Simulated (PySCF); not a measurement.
C3H7AlN2.
Atom-mapped SMILES: `[CH2:1]=[N:2][AlH2-:3][N+:4]#[C:5][CH3:6]` (hydrogens: H7, H8 on C1; H9, H10 on Al3; H11, H12, H13 on C6)

Geometry (PBE0-D3(BJ)/def2-SVP, Å), atoms numbered from 1 in this order:
```xyz
13
C3H7AlN2 angstrom
C     -3.309    0.203   -0.529
N     -2.099   -0.092   -0.405
Al    -0.842   -1.352   -0.789
N      0.825   -0.305   -0.231
C      1.764    0.281    0.083
C      2.939    1.024    0.481
H     -3.734    1.148   -0.118
H     -4.071   -0.427   -1.049
H     -0.456   -1.585   -2.327
H     -0.729   -2.555    0.259
H      3.445    1.425   -0.408
H      2.644    1.856    1.137
H      3.630    0.364    1.025
```

Level of theory: PBE0-D3(BJ)/def2-SVP geometry optimisation, gas phase in PySCF 2.14.0.

Take the most abundant isotopes and a rigid rotor. The values belong to one conformer with, in the numbering `[CH2:1]=[N:2][AlH2-:3][N+:4]#[C:5][CH3:6]`, C1–N2–Al3–N4 170°.

Task: What are A, B and C (MHz)?

Result: Ia = 73.56, Ib = 453.71, Ic = 516.02 u·Å²; 505379 MHz·u·Å²/I gives A = 6871, B = 1114, C = 979.4 MHz.

Task: Classify the top.

Result: A near-prolate asymmetric top. Ray's parameter κ = (2B − A − C)/(A − C) = -0.954; −1 is the prolate and +1 the oblate limit.

Task: Is it planar, by Δ = Ic − Ia − Ib?

Result: Not planar: Δ = Ic − Ia − Ib = -11.24 u·Å². For a rigid frame Δ = −2 Σ m c², so Σ m c² = 5.62 u·Å² lies off the ab plane: 5.56 from hydrogen and 0.06 from heavier atoms. The atom farthest from that plane is 1.40 Å away.

Task: Which lines would a microwave search look for?

Result: The dipole components are |μa| = 7.06 D, |μb| = 2.65 D, |μc| = 0.17 D. The squared components, which scale the intensities, stand as 1.00 : 0.14 : 0.00 (a : b : c). Some of the stronger lines:

| type | branch | J(Ka,Kc) | MHz | lower level (cm⁻¹) |
| --- | --- | --- | --- | --- |
| a | Q | 2(1,1) ← 2(1,2) | 404 | 0.397 |
| a | R | 1(0,1) ← 0(0,0) | 2093 | 0.000 |
| b | R | 4(0,4) ← 3(1,3) | 2919 | 0.600 |
| a | R | 2(1,1) ← 1(1,0) | 4321 | 0.266 |
| a | R | 3(1,3) ← 2(1,2) | 6077 | 0.397 |
| b | Q | 3(1,2) ← 3(0,3) | 6238 | 0.419 |
| b | R | 1(1,1) ← 0(0,0) | 7850 | 0.000 |
| a | R | 4(2,3) ← 3(2,2) | 8371 | 1.196 |
| a | R | 4(3,2) ← 3(3,1) | 8378 | 2.167 |
| a | R | 4(2,2) ← 3(2,1) | 8395 | 1.196 |
| a | R | 4(1,3) ← 3(1,2) | 8637 | 0.627 |
| b | R | 2(1,2) ← 1(0,1) | 9809 | 0.070 |
| b | Q | 4(2,2) ← 4(1,3) | 16839 | 0.915 |
| b | Q | 2(2,1) ← 2(1,2) | 17674 | 0.397 |
| b | Q | 3(2,2) ← 3(1,3) | 17877 | 0.600 |
| b | Q | 4(2,3) ← 4(1,4) | 18149 | 0.870 |
| b | R | 2(2,1) ← 1(1,0) | 21591 | 0.266 |
| b | R | 2(2,0) ← 1(1,1) | 21728 | 0.262 |
| b | R | 3(2,1) ← 2(1,2) | 23965 | 0.397 |
| b | R | 4(2,2) ← 3(1,3) | 26283 | 0.600 |
| b | R | 4(3,1) ← 3(2,2) | 37499 | 1.196 |
| b | Q | 4(4,0) ← 4(3,1) | 40763 | 2.447 |
| b | R | 4(4,1) ← 3(3,0) | 49141 | 2.167 |

Stationary, but not proved a minimum. No vibrational averaging or centrifugal distortion is included, and the geometry carries the error of its method. A rigid rotor knows nothing of internal rotation, which can split or shift real lines. Quadrupole hyperfine structure (14N, 27Al) is left out.

On one thread, Arm Neoverse V2 (aarch64), no GPU, shared host, this took 80 s and 0.52 GiB of memory at its peak. That covers the optimisation of the geometry.
